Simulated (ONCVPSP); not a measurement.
## Before and after: ONCV potential for mercury (Hg)

ONCVPSP 4.0.1 input, shortened (lines: element, Z, core and valence counts, functional; n l f; lmax; l rc ep ncon nbas qcut; lloc lpopt rc5 dvloc0; l nproj debl; icmod fcfact rcfact), PBE, scalar-relativistic:

```
  Hg 80.00   11    3        4      upf
    1    0    2.00
    2    0    2.00
    2    1    6.00
    3    0    2.00
    3    1    6.00
    3    2   10.00
    4    0    2.00
    4    1    6.00
    4    2   10.00
    4    3   14.00
    5    0    2.00
    5    1    6.00
    5    2   10.00
    6    0    1.00
    2
    0    1.95    0.00    4    8    2.80
    1    1.55    0.00    5    9    9.60
    2    2.15    0.00    3    8    7.00
    4    4    1.05    0.00
    0    2    0.30
    1    3    3.90
    2    2    2.30
    0    0.00    0.00
```

In the s channel the program set the typed energies aside and used -0.541, 0.250 Ha.

All-electron outer shells of the reference configuration (PBE, scalar-relativistic, ld1.x):

```tsv
shell	level (eV)	outermost node (bohr)	outermost maximum (bohr)
4f	-104.93	–	0.37
5p	-75.62	0.51	0.93
5d	-18.84	0.55	1.17
6s	-14.71	1.08	2.13
```

Change: d: qcut 4.4.

Cutoffs: the cutoffs (Ha) at which the residual kinetic energy of the hardest occupied pseudo-wave falls to 1 and 0.1 mHa per electron; they do not see the model core or the augmentation charge, which bear on the density cutoff. Errors are all-electron minus pseudo energies relative to the spin-unpolarised reference configuration.

Problem. How do hardness, ghosts and transferability respond?

Solution. The potential gets harder (34 Ha and 40 Ha → 52 Ha and 92 Ha); both files keep a bound ghost (s); of the 4 tests that both files solve, the error grows in 4 and shrinks in 0 by more than 15 % and 0.3 meV (median size 11.9 → 21.6 meV).

```tsv
quantity	base	changed
cutoff, loose	34 Ha	52 Ha
cutoff, tight	40 Ha	92 Ha
loose cutoff by channel	s 8.9 Ha, p 34 Ha, d 18 Ha	s 8.9 Ha, p 34 Ha, d 52 Ha
bound ghosts	s	s
GHOST(+) flags under 300 eV	s at 92.7 eV	s at 92.7 eV
error for 5p6 5d10 6s2, meV [ΔE -10.69 eV]	-1.8	-3.6
error for 5p6 5d10 6s0, meV [ΔE 18.98 eV]	-16	-28
error for 5p6 5d9 6s0, meV [ΔE 54.50 eV]	+7.8	+16
error for 5p6 5d8 6s0, meV [ΔE 104.26 eV]	+84	+400
s: phases at 1.98 bohr within 0.05 rad from the reference energy up to (Ha; the scan ends near 5)	2.7	2.7
p: phases at 1.57 bohr within 0.05 rad from the reference energy up to (Ha; the scan ends near 5)	to the end of the scan	to the end of the scan
d: phases at 2.19 bohr within 0.05 rad from the reference energy up to (Ha; the scan ends near 5)	to the end of the scan	to the end of the scan
```

 A true bound ghost makes a file unfit for plane-wave use even where its test errors are small: the radial tests pick states by their node count and pass the ghost by.
